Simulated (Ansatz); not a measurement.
Reading a saddle point

A first-order saddle point of GeNH$_{7}$, singlet, PBE0-D4/def2-TZVP, with one imaginary mode of 1321i cm⁻¹:

```xyz
9
angstrom
Ge -0.7807 -0.4401 -0.1795
H 0.8332 -1.2808 0.7684
H -0.5693 -1.5423 -1.2200
H -1.5387 -0.7706 1.1082
H -1.6711 0.6339 -0.9063
H 1.1820 -0.1662 0.5400
N 0.7602 0.8163 0.0458
H 0.5903 1.6097 0.6575
H 1.1941 1.1400 -0.8141
```

Ansatz 0.2.0; basis: def2-TZVPP and def2-QZVPP; cores frozen in the correlated methods. Filled d shells of the heavier atoms are correlated. The def2 sets are not built for correlating such inner shells, so the correlated values are less sure here. Extrapolation: Hartree–Fock as exp(−7.88 √X), correlation as X^−2.97.

Q: Which contacts change along the imaginary mode, and what lies on either side? (Judge from chemistry; the calculation decides.)

A: By the calculation: The step is GeH₄ + NH₃ → GeNH₅ ([NH2][GeH3]) + H₂, with the molecules in contact on both sides. Shortening one way: Ge1–N7, H2–H6; lengthening the same way: Ge1–H2, H6–N7.
```tsv
pair	one side (Å)	saddle (Å)	other side (Å)
Ge1–N7	3.24	2.00	1.84
H2–H6	3.27	1.19	0.75
Ge1–H2	1.53	2.05	4.22
H6–N7	1.01	1.18	2.65
```

Q: Which side is lower, and how far does the saddle lie above each? (To be estimated.)

A: Computed: The side with Ge1–H2, H6–N7 short is lower by 29.3 kJ/mol; the saddle lies 234.0 kJ/mol above it and 204.7 kJ/mol above the other (CCSD(T) at an estimated basis limit (MP2 extrapolated from triple and quadruple zeta, plus CCSD(T) − MP2 in triple zeta); electronic energies).

No T1 diagnostic of these runs exceeds 0.013.

Labels in which every atom is bracketed show which atoms are joined, not bond orders.

For scale, one of the runs: CCSD(T)/def2-TZVPP, 177 basis functions, launched by `ansatz run in.yaml --threads 2 --pin off --events-out ev --progress --plain --max-ram 4352MiB`. The run took 48 s on 2 CPU threads of an Arm Neoverse V1 (shared host), with 1.6 GiB of host memory at its peak.
